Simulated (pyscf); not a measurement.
# •H₂C–C(=CH₂)–OH (SMILES [CH2]C(=C)O), doublet

Gas-phase minimum from PySCF at ωB97X-D3(BJ)/def2-SVP, one conformer. •H₂C–C(=CH₂)–OH lies 8.4 kcal/mol over its isomer H₃C–CH₂–C•=O (electronic energy, ωB97M-D3(BJ)/def2-TZVP). 

```
C
O 1 1.3653
H 2 0.9634 1 108.98
C 1 1.3877 2 121.15 3 0.01
H 4 1.0908 1 120.16 2 180.00
H 4 1.0944 5 118.22 1 179.99
C 1 1.3954 2 115.96 3 180.00
H 7 1.0906 1 120.11 2 180.00
H 7 1.0918 8 119.69 1 179.98
```
Charge 0, spin multiplicity 2.

Properties at ωB97X-D3(BJ)/def2-SVP:

```
Item                                                                                                                                                                                                                                    Result
---------------------------------------------------------------------------------------------------------------------  -----------------------------------------------------------------------------------------------------------------------
Harmonic wavenumbers, unscaled                                                                                         330, 431, 486, 486, 568, 625, 708, 747, 958, 960, 1020, 1175, 1376, 1414, 1477, 1548, 3181, 3199, 3299, 3319, 3898 cm⁻¹
Zero-point energy                                                                                                                                                                                                                44.6 kcal/mol
Rotational symmetry number                                                                                                                                                                                                                   1
Entropy of this conformer at 298 K and 1 atm, rigid rotor and harmonic oscillator, modes under 100 cm⁻¹ raised to 100                                                                                                          287.5 J/(mol K)
Dipole moment                                                                                                                                                                                                                           1.30 D
Spin expectation value S2                                                                                                                                                                                                                0.796
```

Single-point totals, which compare only within one level (frozen core for MP2 and CC):

```
level                   total energy (hartree)
----------------------  ----------------------
ωB97X-D3(BJ)/def2-TZVP              -192.62675
PBE/def2-TZVP                       -192.32071
r²SCAN/def2-TZVP                    -192.45288
B3LYP-D3(BJ)/def2-TZVP              -192.57488
PBE0-D3(BJ)/def2-TZVP               -192.33810
M06-2X/def2-TZVP                    -192.46681
ωB97M-D3(BJ)/def2-TZVP              -192.60420
UHF/def2-TZVPP                      -191.40711
MP2/def2-TZVPP                      -192.09722
CCSD/def2-TZVPP                     -192.13730
CCSD(T)/def2-TZVPP                  -192.16779
```

The CCSD(T) − MP2 part came from Ansatz, without density fitting, on the same reference. A UHF reference is spin-contaminated (<S²> up to 0.95), which harms MP2 most.
